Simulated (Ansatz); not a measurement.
Program: Ansatz. Geometries: PBE0-D4/def2-TZVP. ΔE: electronic, gas phase. CBS: MP2 limit from def2 TZ/QZ plus the TZ coupled-cluster correction, frozen cores. DFT in def2-TZVPP. B3LYP here is the variant with VWN-RPA as its local correlation; programs differ in this. Elements past krypton have def2 core potentials. For Sn outer-core shells are correlated without core-valence functions, which leaves a few kJ/mol of doubt a bond. One conformer a species, not always the lowest.

Reaction (formal exchange of groups at a C–Si bond): `C=C[SiH](Cl)C=C` + `[CH3][SnH2][F]` → `C=C[CH2][SnH2][F]` + `C=C[SiH2]Cl`

```tsv
level	ΔE (kJ/mol)
PBE	35.3
B3LYP	36.9
CCSD(T)/def2-TZVPP	40.7
CCSD/CBS(def2)	40.9
```

Question: What does CCSD(T)/CBS give? (Best estimate.)

Answer: Computed: +41.3 kJ/mol. The listed levels differ from it by -6.0, -4.4, -0.6, -0.4 kJ/mol.

Largest T1 diagnostic among the species: 0.013.
